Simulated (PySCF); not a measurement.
**Choosing a basis for TDDFT**

Compound: CH5FGe.
SMILES: `F[CH2][GeH3]`

TDDFT with PBE0 (PySCF), vertical singlets, core orbitals frozen in the response, spherical d and f functions. Geometry: PBE0-D3(BJ)/def2-SVP; no solvent, vibrations or thermal averaging. Relativistic effects, spin–orbit coupling among them, are left out although an element past zinc is present.

```tsv
basis	functions	diffuse	S1 (eV)	S2 (eV)	S3 (eV)	S4 (eV)	S5 (eV)	LUMO (eV)	α (au)
6-31G*	70	no	8.14	8.34	8.88	9.07	9.27	1.07	37.5
def2-SVP	85	no	8.20	8.31	8.78	9.01	9.31	1.07	40.1
def2-SVPD	121	yes	7.66	7.95	8.35	8.46	8.61	0.30	47.0
aug-cc-pVDZ	127	yes	7.26	7.67	7.86	8.09	8.16	-0.15	47.8
def2-TZVP	140	no	7.97	8.10	8.69	8.81	8.86	0.78	45.2
def2-TZVPD	176	yes	7.45	7.79	8.17	8.32	8.44	0.16	47.7
aug-cc-pVTZ	266	yes	7.24	7.64	7.83	8.06	8.15	-0.19	48.0
```

Problem. How much do these states and the polarisability depend on the basis?

Solution. States are compared by their number. Against the largest diffuse basis here (aug-cc-pVTZ, itself not a converged limit), sets without diffuse functions differ by up to 0.97 eV in S1 and 1.16 eV in S5; the smaller diffuse sets differ by up to 0.42 and 0.45 eV. State by state, the largest deviation of a set without diffuse functions is S1 0.97, S2 0.70, S3 1.05, S4 1.01, S5 1.16 eV. The same number needn't mean the same state in each row. Against aug-cc-pVTZ the polarisability deviates by -22% in 6-31G*, -16% in def2-SVP, -2% in def2-SVPD, -1% in aug-cc-pVDZ, -6% in def2-TZVP, -1% in def2-TZVPD.

Without π bonds the low states may be Rydberg-like; a valence basis with one diffuse set may place them up to an eV too high.
